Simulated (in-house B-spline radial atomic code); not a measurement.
Successive ionisation energies of bismuth; each step leads to the configuration of the next row (after the last: [Ne] 3s2 3p6). Dirac energy differences include first-order Breit, QED and recoil terms. NIST's values go from ground level to ground level; the uncertainty of those that are theory runs from under 0.1 % in few-electron ions to several per cent in heavy many-electron ones. Computed with a B-spline radial code for spherical atoms: Dirac-Hartree-Fock, average of the configuration, finite nuclei.

```tsv
ion	configuration	ionisation energy (eV)	tabulated value (eV)	tabulated kind	computed minus tabulated (eV)	highest orbital	largest mean radius (bohr)
Bi48+	[Ar] 3d10 4s2 4p5	2763.5	2703	tabulated theory	61	4p3/2	0.35698
Bi49+	[Ar] 3d10 4s2 4p4	2829.4	2771	tabulated theory	58	4p3/2	0.35524
Bi50+	[Ar] 3d10 4s2 4p3	2895.7	2835	tabulated theory	61	4p3/2	0.35352
Bi51+	[Ar] 3d10 4s2 4p2	?	?	tabulated theory	?	?	?
Bi52+	[Ar] 3d10 4s2 4p1	3029.7	3151	tabulated theory	-121	4p3/2	0.35013
Bi53+	[Ar] 3d10 4s2	?	?	tabulated theory	?	?	?
Bi54+	[Ar] 3d10 4s1	3401.8	3401.8	semi-empirical	0	4s1/2	0.33125
Bi55+	[Ar] 3d10	5645.0	5599	tabulated theory	46	3d5/2	0.17263
Bi56+	[Ar] 3d9	5795.6	5740	tabulated theory	56	3d5/2	0.17175
Bi57+	[Ar] 3d8	5947.7	5892	tabulated theory	56	3d5/2	0.17086
Bi58+	[Ar] 3d7	6101.5	6054	tabulated theory	48	3d5/2	0.16999
Bi59+	[Ar] 3d6	?	?	tabulated theory	?	?	?
Bi60+	[Ar] 3d5	6413.8	6358	tabulated theory	56	3d5/2	0.16826
Bi61+	[Ar] 3d4	6572.3	6648	tabulated theory	-76	3d5/2	0.1674
Bi62+	[Ar] 3d3	6732.3	6804	tabulated theory	-72	3d5/2	0.16656
Bi63+	[Ar] 3d2	6894.0	6977	tabulated theory	-83	3d5/2	0.16571
Bi64+	[Ar] 3d1	7057.2	7137	tabulated theory	-80	3d5/2	0.16488
```

Q: Fill in the row of Bi51+.

A: ionisation energy (eV): 2962.5; tabulated value (eV): 3078; computed minus tabulated (eV): -116; highest orbital: 4p3/2; largest mean radius (bohr): 0.35181.

Q: Fill in the row of Bi53+.

A: ionisation energy (eV): 3328.9; tabulated value (eV): 3329; computed minus tabulated (eV): 0; highest orbital: 4s1/2; largest mean radius (bohr): 0.33279.

Q: Fill in the row of Bi59+.

A: ionisation energy (eV): 6256.8; tabulated value (eV): 6208; computed minus tabulated (eV): 49; highest orbital: 3d5/2; largest mean radius (bohr): 0.16912.

Q: Where is the largest jump?

A: From Bi54+ to Bi55+, by a factor of 1.66 (3401.8 to 5645 eV); the highest orbital goes from 4s1/2 to 3d5/2.

Where a p, d or f electron is removed, the computed value is a mean over both j, so it misses the tabulated one by a part of the spin-orbit splitting; averaging over terms and missing correlation add to the gap, relatively most at low charge.
